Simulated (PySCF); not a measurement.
C3H5BN2O, SMILES CB(O)/C=N\C#N. Heavy atoms are numbered as in [CH3:1][B:2]([OH:3])/[CH:4]=[N:5]\[C:6]#[N:7]. Hydrogens are named by the atom that carries them.

The structure is a stationary point at PBE0-D3(BJ)/def2-SVP. The structure was generated by enumeration; whether it is a known compound was not checked. One conformer was computed; it need not be the lowest.

Computed with KT2/pcSseg-1 in PySCF.

GIAO shieldings, no solvent; atoms alike by connectivity are averaged. δ = σ(ref) − σ: ¹³C against TMS (σ = 185.1 ppm); ¹¹B against BF3 (σ = 89.8 ppm); ¹⁷O against H2O (σ = 330.4 ppm); ¹⁵N against NH3 (σ = 266.2 ppm); ¹H against TMS (σ = 31.47 ppm), references at their B3LYP-D3(BJ)/def2-TZVP geometries, non-relativistic.

| atoms | nucleus | count | δ (ppm) |
|---|---|---|---|
| C4 (CH) | ¹³C | 1 | 196.9 |
| C6 | ¹³C | 1 | (withheld) |
| C1 (CH3) | ¹³C | 1 | (withheld) |
| B2 | ¹¹B | 1 | 24.5 |
| O3 (OH) | ¹⁷O | 1 | 187.7 |
| N5 | ¹⁵N | 1 | (withheld) |
| N7 | ¹⁵N | 1 | (withheld) |
| H on C4 | ¹H | 1 | (withheld) |
| H on O3 | ¹H | 1 | 5.94 |
| H on C1 | ¹H | 3 | 1.22 |

Q: What belongs in the gaps? (An estimate is asked for; the answer gives what the named calculation found.)

A: 
- C6, δ (ppm): 117.7
- N5, δ (ppm): 382.9
- N7, δ (ppm): 338.3
- C1 (CH3), δ (ppm): 5.5
- H on C4, δ (ppm): 8.51
